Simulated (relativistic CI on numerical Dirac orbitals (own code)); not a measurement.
# Hyperfine structure of Er XLII, mass number 167

Calculated at this level of theory: Dirac-Coulomb-Breit CI, orbitals from a KLI potential per configuration, QED by a radiative potential, unscaled Slater integrals (own radial code, finite nucleus).

CI space (outside the closed core [Ne]): 3s2.3p6.3d9, 3s2.3p5.3d10, 3s.3p6.3d10, 3s2.3p6.3d8.4s, 3s2.3p6.3d8.4p, 3s2.3p6.3d8.4d, 3s2.3p4.3d10.4s, 3s2.3p4.3d10.4p, 3s2.3p5.3d9.4s, 3s2.3p6.3d8.4f, 3s2.3p4.3d10.4d, 3s2.3p5.3d9.4p, 3s.3p5.3d10.4s, 3s.3p5.3d10.4p, 3s2.3p6.3d7.4s2, 3s2.3p5.3d9.4d. Levels of other configurations are missing.

Nuclear spin I = 7/2, μ = -0.5623 μN, Q = 3.57 b (tables of Stone and Pyykkö). The electronic factors are computed for point nuclear moments, without core polarisation or the Bohr-Weisskopf and QED corrections.

| Level | E (Ry) | A (GHz) | B (GHz) |
| --- | --- | --- | --- |
| 3s2.3p6.3d9 2D_5/2 | 0.0000 | -4.45 | -202 |
| 3s2.3p6.3d9 2D_3/2 | 3.2342 | -11.22 | -162 |
| 3s2.3p5.3d10 2P°_3/2 | 28.2483 | -21.8 | -950 |
| 3s2.3p5.3d10 2P°_1/2 | 43.1945 | -174.5 |  |
| 3s.3p6.3d10 2S_1/2 | 58.5191 | -555 |  |
| 3s2.3p6.3d8.4s 4F_9/2 | 93.4372 | -25.06 | -138 |
| 3s2.3p6.3d8.4s 2F_7/2 | 93.6391 | 16.05 | -128 |
| 3s2.3p6.3d8.4s 2D_3/2 | 94.1793 | 32.3 | 75.9 |

Levels with J = 0, under 50 % of one LS term, or S terms without an open s electron are left out. Small factors come from cancelling terms and can be off by tens of per cent or more.

At this charge energies of transitions that change n are usually good to better than 1 %, and those within a shell (Δn = 0) to a few per cent.

Q: Give the hyperfine levels of 3s2.3p6.3d9 2D_5/2 relative to its centre of gravity.

A: With K = F(F + 1) − I(I + 1) − J(J + 1), E = AK/2 + B[¾K(K + 1) − I(I + 1)J(J + 1)]/[2I(2I − 1)J(2J − 1)]: F = 1: -58.15, F = 2: -9.338, F = 3: 42.24, F = 4: 70.61, F = 5: 41.15, F = 6: -89.44 GHz.

LS names give the leading component of a level, which can be under half, so a name can repeat, a term be missing and a line seem to break the LS rules.
